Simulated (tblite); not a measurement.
C6H14NP.
Numbering: `[CH3:1][CH2:2]/[CH:3]=[P:4]/[CH2:5][N:6]([CH3:7])[CH3:8]` (hydrogens: H9, H10, H11 on C1; H12, H13 on C2; H14 on C3; H15, H16 on C5; H17, H18, H19 on C7; H20, H21, H22 on C8)

Geometry (GFN2-xTB, Å), atoms numbered from 1 in this order:
```
atom  x, y, z in Å
C1     3.4894   -0.4812    0.6778
C2     2.6262   -0.5405   -0.5725
C3     1.2743    0.0592   -0.3922
P4     0.7227    0.7636    1.0199
C5    -1.0142    1.2328    0.4684
N6    -1.6532    0.1707   -0.2728
C7    -2.8234    0.6344   -0.9884
C8    -1.9672   -0.9523    0.5819
H9     3.0006   -1.0089    1.4942
H10    3.6356    0.5526    0.9829
H11    4.4611   -0.9359    0.4990
H12    3.1334   -0.0236   -1.3955
H13    2.5063   -1.5827   -0.8903
H14    0.6079   -0.0116   -1.2446
H15   -0.9234    2.1140   -0.1751
H16   -1.5906    1.5323    1.3630
H17   -3.6161    0.9999   -0.3167
H18   -2.5391    1.4413   -1.6626
H19   -3.2230   -0.1884   -1.5805
H20   -1.0508   -1.2954    1.0643
H21   -2.6998   -0.6969    1.3634
H22   -2.3671   -1.7639   -0.0244
```

All values are computed: GFN2-xTB (tblite) harmonic vibrations without scaling, gas phase. This tight-binding method is rough: wavenumbers can miss measured ones by several per cent, in bad cases by 10 to 20. One conformer, not necessarily the lowest.

Harmonic wavenumbers (cm⁻¹): 36.8, 58.2, 75.0, 137.6, 171.2, 190.7, 218.5, 233.4, 269.4, 283.8, 372.9, 382.6, 442.9, 519.8, 703.7, 726.2, 808.4, 835.5, 887.6, 909.7, 1007.9, 1039.4, 1054.9, 1059.7, 1067.0, 1078.5, 1112.6, 1157.8, 1163.7, 1231.6, 1249.4, 1266.6, 1282.2, 1325.4, 1338.9, 1409.7, 1411.1, 1422.3, 1452.6, 1469.4, 1480.7, 1486.0, 1490.1, 1493.5, 1494.7, 1495.2, 2787.5, 2845.9, 2854.8, 2905.6, 2932.1, 2934.9, 2989.4, 3006.9, 3012.4, 3014.7, 3016.3, 3027.1, 3032.1, 3035.8.

A = 3612, B = 803.8, C = 770.5 MHz; mass 131.086 u (most abundant isotopes); point group C1, symmetry number 1.

**Question.** What is the zero-point energy?

**Answer.** ½Σν̃ = 41600 cm⁻¹ = 118.94 kcal/mol.

**Question.** Give the ideal-gas entropy at 298.15 K and 1 bar in the rigid-rotor, harmonic-oscillator model (classical rotation).

**Answer.** Translation 40.55, rotation 29.35, vibration 34.08: S = 104.0 cal/(mol K).

**Question.** And Cp and H(298.15 K) − H(0)?

**Answer.** Cp = 40.58 cal/(mol K), of which vibrations give 32.63 (their classical limit is 60 R = 119.2); H(298.15 K) − H(0) = 7.54 kcal/mol without the zero-point energy, 5.17 from vibrations.

**Question.** What must be added to the electronic energy to get the Gibbs energy at 298.15 K and 1 bar?

**Answer.** ZPE + [H(298.15 K) − H(0)] − T·S = 118.94 + 7.54 − 31.00 = 95.48 kcal/mol.

**Question.** Which modes carry the vibrational entropy at 298.15 K?

**Answer.** 36.8 cm⁻¹: 5.42; 58.2 cm⁻¹: 4.52; 75.0 cm⁻¹: 4.02; 137.6 cm⁻¹: 2.84; 171.2 cm⁻¹: 2.42; 190.7 cm⁻¹: 2.22 cal/(mol K); the other 54 give 12.65 together.

**Question.** Blend soft modes into free rotors: weight 1/[1 + (100 cm⁻¹/ν̃)⁴] for the oscillator and the rest for a rotor with moment μB/(μ + B), μ = h/(8π²ν), B = 10⁻⁴⁴ kg m². What vibrational entropy results?

**Answer.** 30.81 cal/(mol K) in place of 34.08, which changes −T·S at 298.15 K by +0.98 kcal/mol.

**Question.** How do the functions run with temperature in this model?

**Answer.** 
| T (K) | S (cal/(mol K)) | Cp (cal/(mol K)) | H − H(0) (kcal/mol) | G − H(0) (kcal/mol) | ln q(vib) |
| --- | --- | --- | --- | --- | --- |
| 150 | 81.7 | 26.4 | 2.62 | -9.64 | 3.90 |
| 250 | 97.3 | 35.7 | 5.71 | -18.61 | 6.99 |
| 400 | 117.4 | 51.4 | 12.23 | -34.74 | 11.35 |
| 600 | 141.9 | 69.5 | 24.40 | -60.71 | 16.94 |
| 900 | 173.8 | 87.9 | 48.23 | -108.20 | 24.90 |

q(vib) and H(0) count from the zero-point level.

Hindered rotation and anharmonicity are outside this model. Other conformers, if any are populated, would add a mixing term that is left out. The structure is chiral; the term R ln 2 for an equal mix with its mirror image is left out.
